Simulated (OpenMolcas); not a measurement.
## Pt6+: moving or changing the point charges

Pt6+ among 8 point charges of -1 e arranged as a cube (Oh), 2.18 Å from the ion.
```
   1.2586    1.2586    1.2586  -1.00
   1.2586    1.2586   -1.2586  -1.00
   1.2586   -1.2586    1.2586  -1.00
   1.2586   -1.2586   -1.2586  -1.00
  -1.2586    1.2586    1.2586  -1.00
  -1.2586    1.2586   -1.2586  -1.00
  -1.2586   -1.2586    1.2586  -1.00
  -1.2586   -1.2586   -1.2586  -1.00
```

```yaml
Program: OpenMolcas 26.06
Method: CASSCF
Basis: ANO-RCC-VDZP [7s6p4d2f]
Scalar_Hamiltonian: DKH2, point nucleus
Active_space: 4 electrons in 5 orbitals (5d)
State_averaging: 2S+1 = 5 even, 5 roots; 2S+1 = 3 even, 45 roots; 2S+1 = 1 even, 50 roots
Spin-orbit_coupling: state interaction with AMFI integrals over the reference wave functions
```

Runs around this geometry, states (labels of O, the rotations of Oh). Energies in cm-1 above the lowest state or level, χT in cm3 K/mol; under a threefold ground state the first gap can be a small split of the lowest multiplet, not the spin-orbit step; 10Dq and B are least-squares fits to the states below 45000 cm-1, weighted by degeneracy, with a free offset, and given where the rms deviation is under 5 % of |10Dq| (or 100 cm-1) and under 700 cm-1; 10Dq is negative for this site.

```csv
R (Å),q (e),Ground state,First state of that spin,10Dq,B (rms of fit),First gap with spin-orbit (degeneracies),χT at 300 K,First state of another spin
2.18,-0.5,5T2,5E 905.4,-934,1004 (14),"7501 (1, 3)",0.030,3T1 20629
2.03,-1,5T2,5E 2587,-2686,1003 (24),"7519 (1, 3)",0.031,3T1 19658
2.18,-1,5T2,5E 1813,-1880,1003 (19),"7510 (1, 3)",0.031,3T1 20175
2.44,-1,5T2,5E 1032,-1066,1004 (15),"7503 (1, 3)",0.030,3T1 20579
```

Taking |10Dq| as R^-n, n = -ln(1066 / 2686) / ln(2.44 / 2.03) = 5.0 between the shortest and longest distance. The point-charge formula for a cubic d site gives n = 5.

Scaling the charges by -0.5 / -1 = 0.50 scales |10Dq| by 934 / 1880 = 0.50; with fixed orbitals a first-order splitting would follow the charge.

Without dynamic correlation the repulsion within the d shell is too large (B by tens of per cent), so at a given field states of lower spin stand too high. Point charges give a weaker field than real ligands, and real ions of this kind are as a rule low spin; the high spin found here belongs to the model. The ground term spreads over less than 5000 cm-1, several times less than with real ligands, so orbital moments are less quenched and χT lies further from the spin-only value than at real sites. Spin-orbit coupling mixes the spin-free states strongly: the lowest level takes only 37 % from its leading state, 5T2 (figures for R = 2.18, q = -0.5; the like holds for R = 2.03, q = -1, R = 2.18, q = -1, R = 2.44, q = -1). This is an electrostatic model: the charges have no orbitals. No measured value stands beside these numbers.
